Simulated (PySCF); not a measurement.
A GIAO shielding run with PySCF (density fitting, non-relativistic, gas phase) on SMILES C(=C)C1=PC(C=C)=C([SiH3])[P-]1, [C₇H₉P₂Si]-:

```
$ OMP_NUM_THREADS=1 python probes_run.py task.json out

{"job": {"kind": "nmr", "xc": "PBE0", "basis": "pcSseg-1"}, "charge": -1, "multiplicity": 1}
C      4.175099    -0.293224    -0.281266
C      3.180602    -0.012614     0.583332
C      1.750154     0.059356     0.321806
P      0.658329     0.472458     1.625862
C     -0.814802     0.382005     0.661711
C     -2.140847     0.639249     1.210144
C     -2.480148     1.007736     2.459884
C     -0.631485     0.038070    -0.701162
Si    -1.989004    -0.123567    -1.949493
P      1.008373    -0.245814    -1.246995
H      5.218117    -0.316320     0.046832
H      3.971622    -0.506043    -1.335639
H      3.468389     0.192005     1.625650
H     -2.968597     0.511942     0.495931
H     -1.722891     1.160089     3.235391
H     -3.526436     1.164722     2.735757
H     -1.422632    -0.483061    -3.291350
H     -2.801786     1.129373    -2.157193
H     -3.015016    -1.181660    -1.629592
```

Hardware: 1 thread of an Arm Neoverse V2, shared host. The job also computes population analyses, field gradients, ring-centre shieldings.

(1) How large is the calculation?

(2) How long does it take, and how much memory does it need?

(3) And these other runs on the same molecule and hardware: GIAO shielding at HF/pcSseg-1?

Results:

(1) 96 electrons, 236 basis functions and 1290 auxiliary functions.

(2) 53 s of wall time, with 16 SCF cycles and 5 response iterations; peak memory 1.1 GiB. Times on a shared host scatter by some tens of per cent.

(3) HF/pcSseg-1: 236 functions, 26 s.
